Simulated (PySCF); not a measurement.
r2SCAN0 on O⁻ (oxygen, charge -1), [He] 2s2 2p5, 2P determinant. All numbers are calculated (PySCF 2.14, the spin-free X2C one-electron Hamiltonian (Gaussian nucleus), in aug-cc-pVTZ-DK (5s4p3d2f, 46 functions)).

```
cycle= 1 E= -75.1516675986738  delta_E= -0.00582  |g|= 0.021  |ddm|= 0.157
cycle= 2 E= -75.1516841348968  delta_E= -1.65e-05  |g|= 0.0263  |ddm|= 0.0477
cycle= 3 E= -75.1519590413933  delta_E= -0.000275  |g|= 0.00513  |ddm|= 0.0324
cycle= 4 E= -75.1519980075783  delta_E= -3.9e-05  |g|= 0.00177  |ddm|= 0.0141
cycle= 5 E= -75.1520092504845  delta_E= -1.12e-05  |g|= 0.000575  |ddm|= 0.0114
cycle= 6 E= -75.1520099316841  delta_E= -6.81e-07  |g|= 2.12e-05  |ddm|= 0.00343
cycle= 7 E= -75.1520099323502  delta_E= -6.66e-10  |g|= 5.63e-06  |ddm|= 6.84e-05
converged SCF energy = -75.1520099323502  <S^2> = 0.75970804  2S+1 = 2.0096846
```

Highest occupied orbital energy: 1.105 eV; ⟨L²⟩ = 2.03; populations by l: s 4.00, p 5.00, d 0.00, f 0.00.

(1) Can this result be used?

## Answers

(1) With care. Self-consistency was reached. At r2SCAN0 the highest occupied level has a positive energy, so only the finite basis holds that electron; in a semilocal or global hybrid functional this comes from self-interaction and does not mean that the real anion is unbound.
